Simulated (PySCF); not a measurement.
C2H5S, SMILES C([S])C, multiplicity 2. Coordinates come from a PBE0-D3(BJ)/def2-TZVP optimisation. The isomer is the one that the SMILES or the coordinates give; other isomers of the formula were not compared.

These are PBE0-D3(BJ)/def2-TZVP (PySCF) values and carry that method's errors.

Harmonic wavenumbers (cm⁻¹): 223, 332, 462, 695, 896, 988, 1083, 1250, 1277, 1405, 1420, 1480, 1488, 3029, 3049, 3049, 3123, 3141. Rotational constants (GHz): 33.57, 5.459, 4.981; symmetry number 1.

### Question
Work out the zero-point energy and the ideal-gas rigid-rotor harmonic-oscillator thermochemistry at 298.15 K and 1 atm.

### Answer
ZPE = ½ Σ hcν = ½ × 28390 cm⁻¹ = 40.58 kcal/mol. H − E(el) = 43.86 kcal/mol. Entropy in cal/(mol K): translation 38.25, rotation 23.38, vibration 4.69, spin 1.38, total 67.69. G − E(el) = 23.68 kcal/mol. Cp = 15.43 cal/(mol K).
